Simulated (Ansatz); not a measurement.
Calculated with Ansatz (gas phase, PBE0-D4/def2-TZVP geometries, no zero-point term in ΔE). CCSD(T)/CBS adds triple-zeta CCSD(T) − MP2 to the extrapolated MP2 energy (def2 sets, frozen cores). This one scheme is used for every species. Each species was taken in one conformer, which may not be the lowest.

Consider the cleavage of the Si–Al bond: `[OH][Al]([Cl])[SiH2]Cl` + `SS` → `SS[SiH2]Cl` + `[OH][AlH][Cl]`.

```
                 species  CCSD(T)/CBS(def2) energy (Eh)
`[OH][Al]([Cl])[SiH2]Cl`                    -1527.81073
                    `SS`                     -796.74576
            `SS[SiH2]Cl`                    -1546.28414
         `[OH][AlH][Cl]`                     -778.29577
```

(1) Work out ΔE.

Largest T1 diagnostic among the species: 0.011.

Results:

(1) ΔE = (-1546.28414) + (-778.29577) − (-1527.81073) − (-796.74576) = -0.02342 Eh = -14.7 kcal/mol.

At CCSD(T), def2-SVP lies +1.3 kcal/mol from the extrapolated value and def2-TZVPP +0.8 kcal/mol. From BLYP to BHLYP (50 % exact exchange), in def2-TZVPP and without D4, ΔE moves by −1.6 kcal/mol. Leaving LDA and LC-ωPBE aside and taking each functional with its dispersion term where it has one, the values, not all of them listed here, spread over 4.0 kcal/mol, from B97M-V to PBE-D4. LDA lies −1.5 kcal/mol from PBE without D4.
